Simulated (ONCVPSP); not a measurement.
gallium: one change to an ONCV potential, before and after

ONCVPSP 4.0.1 input, shortened (lines: element, Z, core and valence counts, functional; n l f; lmax; l rc ep ncon nbas qcut; lloc lpopt rc5 dvloc0; l nproj debl; icmod fcfact rcfact), PBE, fully relativistic:

```
  Ga 31.00    3    5        4      upf
    1    0    2.00
    2    0    2.00
    2    1    6.00
    3    0    2.00
    3    1    6.00
    3    2   10.00
    4    0    2.00
    4    1    0.50
    2
    0    1.25    0.00    4    9   11.20
    1    1.10    0.00    4    7   14.10
    2    1.40    0.00    3    8   10.30
    4    4    0.80   -1.00
    0    3    2.10
    1    3    3.80
    2    1    2.30
    0    0.00    0.00
```

Open shells are filled in proportion to 2j + 1.

Change: d: rc 1.62.

Cutoffs: the cutoffs (Ha) at which the residual kinetic energy of the hardest occupied pseudo-wave falls to 1 and 0.1 mHa per electron; they do not see the model core or the augmentation charge, which bear on the density cutoff. Errors are all-electron minus pseudo energies relative to the spin-unpolarised reference configuration.

What does the change do?

The potential gets neither clearly harder nor softer (59 Ha and 71 Ha → 59 Ha and 71 Ha); of the 4 tests that both files solve, the error grows in 2 and shrinks in 0 by more than 15 % and 0.3 meV (median size 0.2 → 2.2 meV); neither file shows a bound ghost.

```tsv
quantity	base	changed
cutoff, loose	59 Ha	59 Ha
cutoff, tight	71 Ha	71 Ha
loose cutoff by channel	s 34 Ha, p 59 Ha, d 45 Ha	s 34 Ha, p 59 Ha, d 41 Ha
bound ghosts	none	none
GHOST(+) flags under 300 eV	none	none
error for 3s2 3p6 3d10 4s2 4p1, meV [ΔE -2.03 eV]	-0.1	-0.1
error for 3s2 3p6 3d10 4s2 4p0, meV [ΔE 3.66 eV]	+0.2	+0.2
error for 3s2 3p6 3d10 4s1 4p0, meV [ΔE 24.79 eV]	+0.2	-4.2
error for 3s2 3p6 3d9 4s2 4p1, meV [ΔE 25.66 eV]	+175	+286
s: phases at 1.27 bohr within 0.05 rad from the reference energy up to (Ha; the scan ends near 5)	to the end of the scan	to the end of the scan
p3/2: phases at 1.12 bohr within 0.05 rad from the reference energy up to (Ha; the scan ends near 5)	to the end of the scan	to the end of the scan
p1/2: phases at 1.12 bohr within 0.05 rad from the reference energy up to (Ha; the scan ends near 5)	to the end of the scan	to the end of the scan
```
